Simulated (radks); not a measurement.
Values are calculated unless marked as measured or tabulated.
The mean radii <r> (bohr) of the occupied orbitals of an atom or ion are listed with their occupations. Level of theory: scalar-relativistic Kohn-Sham, PBE, spin-polarised, spherical densities, point nucleus (a radial shooting solver on a logarithmic mesh with Libxc functionals).

| orbital | occ. | <r> |
|---|---|---|
| 1s up | 1 | 0.03111 |
| 1s down | 1 | 0.03111 |
| 2s up | 1 | 0.1349 |
| 2s down | 1 | 0.1349 |
| 2p up | 3 | 0.1177 |
| 2p down | 3 | 0.1177 |
| 3s up | 1 | 0.3685 |
| 3s down | 1 | 0.3684 |
| 3p up | 3 | 0.3675 |
| 3p down | 3 | 0.3675 |
| 3d up | 5 | 0.3457 |
| 3d down | 5 | 0.3456 |
| 4s up | 1 | 0.9019 |
| 4s down | 1 | 0.9002 |
| 4p up | 3 | 0.9787 |
| 4p down | 3 | 0.9772 |
| 4d up | 5 | 1.210 |
| 4d down | 2 | 1.213 |
| 5p up | 1 | 2.607 |

Name the element and its charge. Open shells, if any, are filled with parallel spins first.

Answer. Z = 47, silver, charge +3: Ag3+ in [Kr] 4d7 5p1. The 1s radius gives Z: for a bare nucleus <r> = (2 gamma + 1)/(2Z) with gamma = sqrt(1 - (Z/c)^2), 0.03062 bohr for Z = 47, and screening makes it slightly larger (0.03111 here). The occupations add up to 44, and the charge is Z minus that.
